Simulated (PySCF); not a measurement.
Compound: C6H11FOSi.
SMILES with atom numbers: `[CH2:1]=[CH:2][CH2:3][C@@H:4]1[CH2:5][CH2:6][O:7][Si@H:8]1[F:9]`

Structure used (GFN2-xTB), in Å, numbered top down from 1:
```xyz
20
C6H11FOSi angstrom
C      3.3551    0.0058    0.1114
C      2.1455    0.4479    0.3972
C      1.0206    0.5421   -0.5824
C     -0.1864   -0.2718   -0.1124
C     -1.3477   -0.2117   -1.1137
C     -2.6207   -0.6080   -0.3625
O     -2.5643   -0.1051    0.9583
Si    -1.0747    0.2756    1.4809
F     -0.7086   -0.6265    2.7646
H      4.1351   -0.0492    0.8513
H      3.6201   -0.3149   -0.8832
H      1.8957    0.7573    1.4043
H      0.7263    1.5910   -0.6882
H      1.3500    0.1846   -1.5617
H      0.1339   -1.3149   -0.0039
H     -1.4532    0.8167   -1.4668
H     -1.1925   -0.8587   -1.9774
H     -2.7149   -1.6974   -0.3067
H     -3.5178   -0.2016   -0.8356
H     -1.0067    1.6497    1.9235
```

NICS = −σ at a ghost point: NICS(0) at the centroid of the ring atoms, NICS(1) 1 Å to either side along the normal of their mean plane, zz for the tensor component along that normal. Level: GIAO PBE0/pcSseg-1 (PySCF, non-relativistic, gas phase) on the GFN2-xTB geometry, one conformer.

Ring bond lengths (Å), with Mayer bond orders in brackets: C4–C5 1.535 (0.99), C5–C6 1.530 (1.04), C6–O7 1.414 (0.88), O7–Si8 1.624 (1.03), Si8–C4 1.905 (0.85).

**Question.** Give the NICS values of each ring in ppm.

**Answer.** 
```json
{"ring": "C4–C5–C6–O7–Si8", "type": "5-membered ring with O and Si; formal bonds all single", "NICS(0)": "-5.3", "NICS(1), two faces": "-3.5 / -2.5", "NICS(1)zz, two faces": "-2.5 / -1.4", "rms pucker (Å)": "0.16", "centre to ring atoms, mean (Å)": "1.34"}
```

**Question.** What can be read from them?

**Answer.** 
- C4–C5–C6–O7–Si8: mean NICS(1)zz -1.9 ppm, near zero. C4, C5, C6, Si8 have four or more neighbours; no verdict on aromaticity is drawn.

**Question.** At the first NICS(1) probe listed for ring C4–C5–C6–O7–Si8, 1 Å off the ring, what do the in-plane components average?

**Answer.** The isotropic value is a third of the trace: (3 × -3.5 − (-2.5))/2 = -4.0 ppm.

**Question.** List the ring angles and the Hirshfeld charges of the ring atoms.

**Answer.** 
- C4–C5–C6–O7–Si8: C4 100.5° (-0.114 e), C5 107.4° (-0.074 e), C6 109.5° (+0.010 e), O7 114.9° (-0.238 e), Si8 95.2° (+0.479 e); sum 527.4° against 540° for a flat convex ring.

Hardware: one thread of an Arm Neoverse V1, no GPU (shared host). Cost: 73 s wall, 1.0 GiB resident at most. This is the whole shielding run at PBE0/pcSseg-1, SCF included.
